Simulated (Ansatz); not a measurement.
`[CH3][Ge]([F])([F])[F]` + HCl → `[CH3][Ge]([F])([F])[Cl]` + H–F at 600 K and 1 bar (ligand exchange at a Ge–F bond).

Calculated with Ansatz (gas phase, PBE0-D4/def2-TZVP geometries, no zero-point term in ΔE). CCSD(T)/CBS adds triple-zeta CCSD(T) − MP2 to the extrapolated MP2 energy (def2 sets, frozen cores). This one scheme is used for every species. For Ge outer-core shells are correlated without core-valence functions, which leaves a few kJ/mol of doubt a bond. Scalar relativity is left out up to krypton.

```csv
species,CCSD(T)/CBS energy (Eh),H − E (kJ/mol),S (J/(mol·K))
`[CH3][Ge]([F])([F])[F]`,-2415.48494,171.6,418.4
HCl,-460.38127,35.4,207.2
`[CH3][Ge]([F])([F])[Cl]`,-2775.47323,170.5,439.8
H–F,-100.39570,42.3,194.0
```

H − E and S are ideal-gas, rigid-rotor, harmonic terms from PBE0-D4/def2-TZVP. 1 Eh = 2625.50 kJ/mol, R = 8.31446 J/(mol·K).

Question: By hand: ΔE, ΔH, ΔS and ΔG.

Answer: ΔE = (-2775.47323) + (-100.39570) − (-2415.48494) − (-460.38127) = -0.00272 Eh = -7.1 kJ/mol. Δ(H − E) = 170.5 + 42.3 − 171.6 − 35.4 = 5.8, so ΔH = -1.3 kJ/mol. ΔS = 439.8 + 194.0 − 418.4 − 207.2 = 8.2 J/(mol·K). ΔG = -1.3 − 600 × (8.2)/1000 = -6.2 kJ/mol.

Question: By hand: the equilibrium constant, and the temperature at which ΔG would vanish if ΔH and ΔS stayed fixed.

Answer: log₁₀ K = −ΔG/(RT ln 10) = 0.5. ΔH and −TΔS have one sign here, so there is no such temperature.

TΔS isn't small against ΔH here. A doubt of 5 kJ/mol in ΔE shifts log₁₀ K by 0.4 here. These are equilibria of isolated gas molecules and say nothing of rates. Largest T1 diagnostic: 0.012 (customary marks: 0.02 for closed shells, 0.045 for open ones).
